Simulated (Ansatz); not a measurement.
A run for Ansatz (an electronic-structure program): R-CCSD(T)/aug-cc-pV(D+d)Z on ClH3O (a complex), monomers drawn apart or pushed together. Files ending in .json are basis or fitting sets from the Basis Set Exchange.

Ansatz 0.2 input:
```yaml
crystal:
  periodic: [false, false, false]
  atoms:
    - {symbol: O, position_ang: [0.21157495, 0.56181731, 0.17730787]}
    - {symbol: H, position_ang: [0.72367650, -0.15697846, -0.20989852]}
    - {symbol: H, position_ang: [-0.66149254, 0.51654990, -0.22834170]}
    - {symbol: Cl, position_ang: [0.05707228, 0.35058009, 4.05305466]}
    - {symbol: H, position_ang: [0.13291127, 0.47090743, 2.75655194]}
basis:
  gaussian:
    orbitals: aug-cc-pV_D+d_Z.json
magnetization: {spin_polarized: false}
correlation: {method: ccsd_t, electrons: outside_noble_gas}
scf: {lower_state_search: off}
```

Output:

```
WARN ansatz: RAYON_NUM_THREADS=1 ignored (pool sized by the plan → 1); use --threads N
Functional definition: HF
these checks for a lower state are left out or cut short: stability, starts, cluster_reference, orbital_swaps, neighbouring_geometries, increment
integrals: 0.07 GiB planned
772 factors; integrals over basis functions are off by at most 7.9e-4 eV
mean field: 0.14 GiB planned
mean field evaluation 1: about -14586.9961 eV, gradient 3.3e1 eV
mean field evaluation 2: about -14586.9956 eV, gradient 3.3e1 eV
mean field evaluation 4: about -14589.0976 eV, gradient 2.1e0 eV
mean field evaluation 8: about -14589.1160 eV, gradient 1.7e-4 eV
mean field -14589.11596076 eV, -536.1401226998 hartree, gradient 2.4e-6 eV, S^2 0.000000; 0 other end points of the search recorded, 0 dependent functions left out
6 core orbitals not correlated
reference -14589.11596076 eV, -536.1401226998 hartree; 8, 8 occupied and 68, 68 virtual orbitals, 772 factors
second order -10.44307113 eV of doubles, -0.00000000 eV of singles
coupled cluster: 0.21 GiB planned
cycle   1  -10.87077803 eV  change   -4.3e-1 eV  update   6.4e-2
cycle   2  -11.08600456 eV  change   -2.2e-1 eV  update   1.8e-2
cycle   3  -11.13899793 eV  change   -5.3e-2 eV  update   8.6e-3
cycle   4  -11.13716916 eV  change    1.8e-3 eV  update   1.6e-3
cycle   5  -11.13680714 eV  change    3.6e-4 eV  update   5.4e-4
cycle   6  -11.13684999 eV  change   -4.3e-5 eV  update   1.6e-4
cycle   7  -11.13681296 eV  change    3.7e-5 eV  update   5.7e-5
cycle   8  -11.13680740 eV  change    5.6e-6 eV  update   1.8e-5
perturbative correction -0.26925538 eV, -0.0098949527 hartree
Total energy: -14600.52202353 eV, -536.5592877755 hartree
Checks for a lower state left out: stability, starts, cluster_reference, orbital_swaps, neighbouring_geometries, increment
```

The calculation finished and met its thresholds.

Cost: very roughly 5 core-seconds.
